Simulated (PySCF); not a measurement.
CH6AlFSi, SMILES [CH3][Al]([F])[SiH3].

Coordinates come from a r2SCAN-D4/def2-SVP optimisation. A frequency run showed that this geometry is not a minimum. The structure was generated by enumeration; whether it is a known compound was not checked.

Calculation: TDA-PBE/def2-SVPD (PySCF).

Vertical excitations. Isolated molecule, no solvent.

Computed lowest excited states:
```tsv
state	energy (eV)	λ (nm)	f	main pairs
S1	4.57	271	0.012	HOMO→LUMO 97 %
S2	5.81	213	0.194	HOMO→LUMO+1 90 %
S3	6.17	201	0.053	HOMO→LUMO+2 76 %
S4	6.22	199	0.009	HOMO−1→LUMO 65 %, HOMO−3→LUMO 22 %
S5	6.53	190	0.046	HOMO−2→LUMO 71 %
S6	6.55	189	0.050	HOMO−3→LUMO 58 %, HOMO−1→LUMO 22 %, HOMO−2→LUMO 9 %
S7	7.00	177	0.008	HOMO→LUMO+4 72 %, HOMO→LUMO+3 25 %
S8	7.09	175	0.001	HOMO−4→LUMO 99 %
S9	7.17	173	0.022	HOMO→LUMO+5 74 %
S10	7.24	171	0.091	HOMO→LUMO+3 29 %, HOMO→LUMO+5 21 %, HOMO→LUMO+6 17 %, HOMO→LUMO+4 13 %
T1	3.91	317	0	HOMO→LUMO 98 %
T2	5.20	238	0	HOMO→LUMO+1 98 %
T3	5.43	228	0	HOMO→LUMO+2 97 %
T4	5.69	218	0	HOMO−1→LUMO 76 %, HOMO−3→LUMO 21 %
```
Triplets are in the Tamm–Dancoff approximation.
